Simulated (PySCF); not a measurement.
# Static response to an electric field

C4H14BN.
Structure used (PBE0-D3(BJ)/def2-SVP), in Å, numbered top down from 1:
```
atom  x, y, z in Å
C1    -2.214   -0.387   -0.979
C2    -1.553    0.249    0.240
B3     0.022    0.606    0.093
C4     0.677    1.263    1.415
N5     0.778   -0.835   -0.187
C6     2.196   -0.770   -0.543
H7    -1.786   -1.378   -1.232
H8    -3.295   -0.561   -0.849
H9    -2.086    0.246   -1.873
H10   -1.732   -0.388    1.132
H11   -2.073    1.196    0.470
H12    0.256    1.242   -0.943
H13    0.163    2.211    1.642
H14    1.749    1.516    1.327
H15    0.561    0.629    2.316
H16    0.248   -1.292   -0.931
H17    0.646   -1.415    0.646
H18    2.618   -1.767   -0.738
H19    2.302   -0.142   -1.437
H20    2.750   -0.293    0.274
```

Level: PBE0/def2-SVPD (PySCF), static field, nuclei fixed, core orbitals frozen in the response. The polarisability tensor in these axes (au):

```
x   85.72 -0.66  1.74
y   -0.66 74.72  4.49
z    1.74  4.49 76.81
```

**Question.** Give the principal values, the mean and the anisotropy Δα = √{½[(α1 − α2)² + (α2 − α3)² + (α1 − α3)²]}.

**Answer.** Principal values 70.99, 80.22 and 86.05 au; mean 79.08 au = 11.72 Å³ = 13.04 × 10⁻⁴⁰ C²·m²/J; Δα = 13.16 au (17 % of the mean).

**Question.** What is the dipole moment, and where does it point?

**Answer.** (2.31, -3.84, -0.72) D, 4.54 D in size, pointing from the negative to the positive side. Measured along this direction, the outermost atoms are H11 and H13 at the negative end and H18 at the positive end.

**Question.** How large is μ²/3kT at 350 K beside α?

**Answer.** In Gaussian units μ²/3kT = 142.12 Å³ against 11.72 Å³, a ratio of 12.13; the Debye molar polarisation (4π/3)N_A(α + μ²/3kT) is 388.1 cm³/mol, leaving out the vibrational part.

**Question.** Molar refractivity from α?

**Answer.** Lorentz–Lorenz: R = (4π/3)N_A α = 2.5225 cm³/(mol·Å³) × 11.72 Å³ = 29.6 cm³/mol, in the limit of long wavelengths.

**Question.** What would n − 1 = 2πNα be for an ideal gas of these molecules at 273.15 K and 1 atm, electronic part alone?

**Answer.** N = p/kT = 2.6868 × 10¹⁹ cm⁻³, so n − 1 = 2π × N × 11.72 × 10⁻²⁴ cm³ = 1978 × 10⁻⁶ at long wavelengths.

**Question.** Traceless (Buckingham) quadrupole moment about the centre of nuclear charge: eigenvalues?

**Answer.** -5.12, -1.60, 6.72 D·Å. The values depend on the origin, since the dipole doesn't vanish. The electronic extent ⟨r²⟩ about the same centre is 852 bohr², a root-mean-square distance of 2.18 Å for the 50 electrons.

**Question.** What depolarisation ratio follows for Rayleigh scattering of linearly polarised light, taking the static tensor?

**Answer.** ρ = 3Δα²/(45ᾱ² + 4Δα²) = 519.4/(281450 + 692.6) = 0.00184.

Geometry: PBE0-D3(BJ)/def2-SVP, one conformer, isolated molecule.
